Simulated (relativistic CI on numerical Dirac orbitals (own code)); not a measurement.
## d3 in a ligand field

Computed with a parametric ligand-field model of a d^n configuration (Racah B and C, spin-orbit zeta, crystal field), exact diagonalisation.

Field parameters in Wybourne normalisation: D3d B²₀ = −7Dσ, B⁴₀ = −14Dq − 21Dτ, B⁴₃ = −14√(10/7) Dq; D4h B²₀ = −7Ds, B⁴₀ = 21(Dq − Dt), B⁴₄ = 21√(5/14) Dq; Oh B⁴₀ = 21Dq, B⁴₄ = √(5/14) B⁴₀. The field is a parameter set, without covalency.

Question: Ground term and bands for B = 440, C = 1820, ζ = 0 cm⁻¹, D3d, 10Dq = 8300, Dσ = 1200, Dτ = -330 cm⁻¹?

Answer: Ground term 4A2 with 0.07 electrons in the two orbitals of the cubic e set. Spin-allowed: 4A1 7511 cm⁻¹ (1331 nm), 4E 7861 cm⁻¹ (1272 nm), 4E 10515 cm⁻¹ (951 nm), 4A2 13402 cm⁻¹ (746 nm). Lowest spin-forbidden: 2A2 8279 cm⁻¹ (1208 nm), 2E 8285 cm⁻¹ (1207 nm), 2E 9205 cm⁻¹ (1086 nm).

Question: Ground term and bands for B = 880, C = 3930, ζ = 0 cm⁻¹, Oh, 10Dq = 6000 cm⁻¹?

Answer: Ground term 4A2 with 0.00 electrons in the two orbitals of the cubic e set. Spin-allowed: 4T2 6000 cm⁻¹ (1667 nm), 4T1 10233 cm⁻¹ (977 nm), 4T1 20967 cm⁻¹ (477 nm). Lowest spin-forbidden: 2E 17426 cm⁻¹ (574 nm), 2T1 18136 cm⁻¹ (551 nm), 2A1 21310 cm⁻¹ (469 nm). With an A2 ground term the first spin-allowed band lies at |10Dq| itself.

Question: Ground term and bands for B = 360, C = 1520, ζ = 0 cm⁻¹, D3d, 10Dq = 10200, Dσ = 1200, Dτ = -120 cm⁻¹?

Answer: Ground term 4A2 with 0.04 electrons in the two orbitals of the cubic e set. Spin-allowed: 4A1 9373 cm⁻¹ (1067 nm), 4E 10347 cm⁻¹ (966 nm), 4E 13763 cm⁻¹ (727 nm), 4A2 14188 cm⁻¹ (705 nm). Lowest spin-forbidden: 2E 6597 cm⁻¹ (1516 nm), 2A2 7109 cm⁻¹ (1407 nm), 2E 7776 cm⁻¹ (1286 nm).

Question: Ground term and bands for B = 850, C = 3470, ζ = 0 cm⁻¹, Oh, 10Dq = 4100 cm⁻¹?

Answer: Ground term 4A2 with 0.00 electrons in the two orbitals of the cubic e set. Spin-allowed: 4T2 4100 cm⁻¹ (2439 nm), 4T1 7125 cm⁻¹ (1404 nm), 4T1 17925 cm⁻¹ (558 nm). Lowest spin-forbidden: 2E 15610 cm⁻¹ (641 nm), 2T1 16199 cm⁻¹ (617 nm), 2A1 17910 cm⁻¹ (558 nm). With an A2 ground term the first spin-allowed band lies at |10Dq| itself.

Question: Ground term and bands for B = 490, C = 2230, ζ = 0 cm⁻¹, D4h, 10Dq = 23850, Ds = -1500, Dt = 640 cm⁻¹?

Answer: Ground term 4B1 with 0.00 electrons in the two orbitals of the cubic e set. Spin-allowed: 4E 17922 cm⁻¹ (558 nm), 4E 22663 cm⁻¹ (441 nm), 4B2 23850 cm⁻¹ (419 nm), 4A2 30983 cm⁻¹ (323 nm). Lowest spin-forbidden: 2E 5674 cm⁻¹ (1762 nm), 2B1 10313 cm⁻¹ (970 nm), 2A1 10558 cm⁻¹ (947 nm).
